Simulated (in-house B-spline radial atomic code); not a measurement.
RPA and G0W0 on LC-wPBE: Ar7+

Configuration [Ne] 3s1, highest spin, mean-field start LC-wPBE. Computed with an all-electron radial atomic-structure program (B-spline basis): all electrons, non-relativistic, point nucleus, each spin shell either full or empty, empty states to l = 9 with an (l + 1/2)⁻⁴ tail; G0W0 by contour deformation at full frequency.

Command:
```bash
python run_gw.py task.json out
```
Settings (radii: box in bohr, nucleus in fm):
```
Z                        18
electrons                11
configuration            [Ne] 3s1
hamiltonian              nr
method                   lc_wpbe
lmax                     9
spin_polarised           True
box_radius               8.41
intervals                47
ion_configuration        [He] 2s2 2p6
```

Run time, properties included: 1.4 s on 1 thread of Arm Neoverse V2, with other jobs on the host.

Energies (hartree):

| term | value |
| --- | --- |
| mean-field total | -511.47518 |
| Hartree-Fock functional on these orbitals | -511.19607 |
| direct second order | -0.71073 |
| second-order exchange | 0.26469 |
| SOSEX correction | 0.24928 |

Q: What is the RPA correlation energy, and what remains with SOSEX?

A: RPA gives -0.65848 hartree (-1.63 eV per electron); RPA + SOSEX gives -0.40919, and the second-order doubles -0.44604 hartree (no singles). RPA lacks exchange-type terms and so overcorrelates at short range.

Quasi-particle levels (eV):

```
  level  occupied  mean field  Σx - vxc     Σc  QP weight     G0W0
  3s up       yes     -140.67     -1.90      ?          ?        ?
2p down       yes     -374.11    -23.82   2.89      0.972  -395.04
  2p up       yes     -374.71    -24.02   2.93      0.960  -395.80
2s down       yes     -438.26    -33.09   4.54      0.891  -466.81
3s down        no     -126.60      5.15  -2.32      0.970  -123.77
```

G0W0 = mean field + (Σx - vxc) + Σc, with Σc (partial-wave tail included) taken at the quasi-particle energy. Only the outer levels were computed.

Q: Where does G0W0 put 3s up?

A: At -144.18 eV, with Σc = -1.60 eV and a quasi-particle weight of 0.982. The tabulated removal energy is 143.457 ± 0.0012 eV (NIST, semi-empirical); the calculation leaves out relativity, Breit and QED terms, and what these don't explain is the method's own error.

Q: What does it cost to remove one electron (to [He] 2s2 2p6) by differences of total energies, each species on its own start (correlation terms add to the Hartree-Fock functional)?

A: LC-wPBE 143.88 eV, Hartree-Fock functional 142.42 eV, + RPA 143.69 eV, + RPA + SOSEX 142.91 eV, + second order 143.01 eV. Tabulated: 143.457 ± 0.0012 eV (NIST, semi-empirical); the calculation leaves out relativity, Breit and QED terms, and what these don't explain is the method's own error.
